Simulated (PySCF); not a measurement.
Diatomic anions of Cl with group 14

CCSD(T) with double-zeta basis sets in PySCF, for the lowest determinant that a PBE0 search found; no spin–orbit coupling. De refers to high-spin ground-configuration atoms (the charge goes to the atom of lower measured ionisation energy or higher electron affinity, which is not always the lowest computed limit).

```tsv
M	basis	reference, frozen orbitals	charged atom	state (unpaired electrons)	Re (Å)	ωe (cm⁻¹)	De (eV)
C	aug-cc-pVDZ/aug-cc-pV(D+d)Z	UHF, 6	Cl−	triplet (π ↑↑)	1.930	438	n/a
Si	def2-SVPD	UHF, 10	Cl−	triplet (π ↑↑)	2.351	309	1.53
Ge	aug-cc-pVDZ-PP/aug-cc-pV(D+d)Z	UHF, 9	Cl−	triplet (π ↑↑)	2.425	257	n/a
Sn	def2-SVPD	UHF, 9	Cl−	triplet (π ↑↑)	2.640	226	1.51
```

The shortest bond is that of CCl⁻ (1.930 Å), the longest that of SnCl⁻ (2.640 Å).

The rows differ in basis set, which adds steps of its own.

Down a group the atoms grow and get heavier, so bonds lengthen and wavenumbers fall; this series shows no clear exception.

Correlated steps freeze the inner cores (6 to 10 orbitals); shallow outer-core shells are correlated. Correlated levels converge slowly with the basis: in double zeta they bind strong bonds too weakly, by up to about 1 eV, and carry superposition errors of some tenths. Spin–orbit coupling is left out, which matters for elements this heavy, above all for dissociation energies. For an ion De counts to the pair picked by the measured ionisation energies or electron affinities, which need not be the lowest pair at this level. States were picked by a PBE0 search and need not be the measured ground states.
